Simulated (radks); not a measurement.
The numbers below are computed, except where a source is named.
Valence configurations of neutral copper (all share [Ar]). Level of theory: non-relativistic Kohn-Sham, PBE, spin-unpolarised, spherical densities, point nucleus (a radial shooting solver on a logarithmic mesh with Libxc functionals). Energies are relative to 3d10 4s1; eigenvalues in eV.

valence           E (eV)    e(3d)   e(4p)    e(4s)
3d10 4s1           0.000   -5.213       -   -4.438
3d9 4s1 4p1        7.050  -11.904  -2.116   -6.943
3d9 4s2            2.400   -9.902       -   -5.676
3d8 4s2 4p1       14.220  -17.729  -2.639   -8.183
3d10 4p1           3.944   -7.286  -1.700        -
3d8 4s1 4p2       19.892  -19.366  -3.324   -9.115
3d10 4s0.5 4p0.5   1.917   -6.331  -1.264   -5.216
3d7 4s1 4p3       39.403  -27.579  -4.476  -11.144
3d9.5 4s0.5 4p1    5.057   -9.430  -1.891   -6.370
3d9.5 4s1 4p0.5    2.861   -8.476  -1.468   -5.763

NIST lists [Ar] 3d10 4s1 as the ground configuration; this level of theory agrees among the configurations tried. The energies are those of spherical spin-averaged densities, not of single terms.
